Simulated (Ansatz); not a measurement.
Input file for Ansatz (a program for electronic structure): U-CCSD(T)/def2-TZVPP on H2IIn (SMILES [InH2][I]), a point of a bond scan (R = 6.210 Å). Elements past Kr take the def2 small-core potentials; no spin–orbit coupling. The run froze 18 orbitals, filled d shells among them.

Ansatz 0.2 input:
```yaml
crystal:
  periodic: [false, false, false]
  atoms:
    - {symbol: In, position_ang: [-0.72638877, -1.13552285, 0.19955666]}
    - {symbol: H, position_ang: [-0.06961712, -2.17409956, 1.39445122]}
    - {symbol: H, position_ang: [-2.11914691, -1.24747254, -0.79314453]}
    - {symbol: I, position_ang: [2.58389354, 4.03925594, -0.70985837]}
basis:
  gaussian:
    orbitals: def2-TZVPP
correlation: {method: ccsd_t, electrons: outside_noble_gas}
scf: {omitted_lower_state_checks: [cluster_reference]}
magnetization: {spin_polarized: true, initial_magnetization: 0}
```

It printed:

```
WARN ansatz: RAYON_NUM_THREADS=1 ignored (pool sized by the plan → 1); use --threads N
Functional definition: HF
these checks for a lower state are left out or cut short: cluster_reference
integrals: 0.36 GiB planned
1119 factors; integrals over basis functions are off by at most 4.0e-4 eV
mean field: 0.52 GiB planned
mean field evaluation 1: about -13247.9079 eV, gradient 1.3e1 eV
mean field evaluation 2: about -13247.9068 eV, gradient 1.3e1 eV
mean field evaluation 4: about -13248.9399 eV, gradient 7.6e0 eV
mean field evaluation 8: about -13249.5363 eV, gradient 5.5e-1 eV
mean field evaluation 16: about -13249.5865 eV, gradient 2.0e-2 eV
mean field evaluation 32: about -13249.5674 eV, gradient 9.7e-1 eV
mean field evaluation 64: about -13251.3366 eV, gradient 2.7e0 eV
mean field evaluation 96: about -13251.4437 eV, gradient 1.1e-4 eV
mean field evaluation 128: about -13251.4530 eV, gradient 9.0e-2 eV
mean field evaluation 160: about -13251.4560 eV, gradient 2.2e-2 eV
mean field evaluation 192: about -13251.4548 eV, gradient 4.7e-2 eV
mean field evaluation 224: about -13251.3167 eV, gradient 2.4e0 eV
mean field evaluation 256: about -13251.4418 eV, gradient 8.0e-5 eV
mean field evaluation 288: about -13249.5756 eV, gradient 3.7e-1 eV
mean field -13251.45608648 eV, -486.9820290187 hartree, gradient 3.9e-9 eV, S^2 1.013976; 22 other end points of the search recorded, 0 dependent functions left out
18 core orbitals not correlated
reference -13251.45608648 eV, -486.9820290187 hartree; 6, 6 occupied and 104, 104 virtual orbitals, 1119 factors
second order -4.79983835 eV of doubles, -0.00000000 eV of singles
coupled cluster: 0.78 GiB planned
cycle   1  -5.49797808 eV  change   -7.0e-1 eV  update   6.5e-2
cycle   2  -5.75917943 eV  change   -2.6e-1 eV  update   2.4e-2
cycle   3  -5.77158132 eV  change   -1.2e-2 eV  update   7.3e-3
cycle   4  -5.77150648 eV  change    7.5e-5 eV  update   2.6e-3
cycle   5  -5.77141738 eV  change    8.9e-5 eV  update   1.9e-3
cycle   6  -5.77130230 eV  change    1.2e-4 eV  update   1.0e-3
cycle   7  -5.77149586 eV  change   -1.9e-4 eV  update   6.6e-4
cycle   8  -5.77152028 eV  change   -2.4e-5 eV  update   3.3e-4
cycle   9  -5.77146026 eV  change    6.0e-5 eV  update   1.2e-4
cycle  10  -5.77148396 eV  change   -2.4e-5 eV  update   6.3e-5
cycle  11  -5.77149242 eV  change   -8.5e-6 eV  update   4.6e-5
cycle  12  -5.77150002 eV  change   -7.6e-6 eV  update   3.5e-5
cycle  13  -5.77149028 eV  change    9.7e-6 eV  update   2.3e-5
cycle  14  -5.77147697 eV  change    1.3e-5 eV  update   1.1e-5
coupled cluster: 0.78 GiB planned
perturbative correction -0.14688527 eV, -0.0053979342 hartree
Total energy: -13257.37444873 eV, -487.1995248196 hartree
Checks for a lower state left out: cluster_reference
```

The calculation finished and met its thresholds. Its determinant has ⟨S²⟩ = 1.01, a mixture of spin states.

Cost: very roughly 60 core-seconds.
